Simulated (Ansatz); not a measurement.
BHBrCl₃, closed shell: at the start structure of a reaction step.

The input file, in.yaml:

```yaml
crystal:
  periodic: [false, false, false]
  atoms:
    - {symbol: B, position_ang: [-0.686918, -0.318098, -0.927817]}
    - {symbol: Cl, position_ang: [0.565806, 0.647131, -1.659185]}
    - {symbol: Cl, position_ang: [-0.478825, -2.034654, -0.780369]}
    - {symbol: Cl, position_ang: [-2.153172, 0.436429, -0.387065]}
    - {symbol: H, position_ang: [1.816949, 1.000747, 1.456712]}
    - {symbol: Br, position_ang: [0.936261, 0.268446, 2.297623]}
basis:
  gaussian: {orbitals: def2-TZVPP}
hamiltonian: {xc: {name: r2SCAN0}, dispersion: d4}
```

Command:

```bash
ansatz run in.yaml --threads 8 --pin off --events-out ev --progress --plain --max-ram 19148MiB
```

The run's output (Ansatz 0.2.0):

```
Functional definition: r2SCAN0
  name "r2SCAN0"
  cite "Bursch, Neugebauer, Ehlert & Grimme, J. Chem. Phys. 156, 134105 (2022) doi:10.1063/5.0086040"
  cite "Furness, Kaplan, Ning, Perdew & Sun, J. Phys. Chem. Lett. 11, 8208 (2020) doi:10.1021/acs.jpclett.0c02405"
  cite "Furness, Kaplan, Ning, Perdew & Sun, J. Phys. Chem. Lett. 11, 9248 (2020) doi:10.1021/acs.jpclett.0c03077"
  parent r2scan
  parameter a = 0.25
  parameter k0 = 0.174
  parameter k1 = 0.065
  parameter a1 = 4.9479
  exchange = (1 - a)*r2scan_x(k0 = k0, k1 = k1, a1 = a1) + a*exact_x
  correlation = r2scan_c
1616 factors; their error is unknown
mean field evaluation 1: about -108307.0519 eV, gradient 1.5e1 eV
mean field evaluation 2: about -108307.2612 eV, gradient 1.2e1 eV
mean field evaluation 4: about -108307.5416 eV, gradient 1.0e0 eV
mean field evaluation 8: about -108308.0782 eV, gradient 4.2e-1 eV
mean field evaluation 16: about -108308.0784 eV, gradient 7.3e-5 eV
mean field -108308.07837740 eV, -3980.2484665170 hartree, gradient 7.3e-5 eV, S^2 0.000000; 0 other end points of the search recorded, 0 dependent functions left out
reference -108308.07838582 eV, -3980.2484668267 hartree; 46, 46 occupied and 173, 173 virtual orbitals, 1616 factors
Total energy: -108308.14408908 eV, -3980.2508813770 hartree
```

The lines “mean field evaluation” count trial sets of orbitals through the whole run, from several starts and some on an approximate energy, so they need not fall steadily or lie above the final value.

Hardware: 8 CPU threads of an Arm Neoverse V1, shared host. Wall time 3.4 s; peak host memory 0.66 GiB.
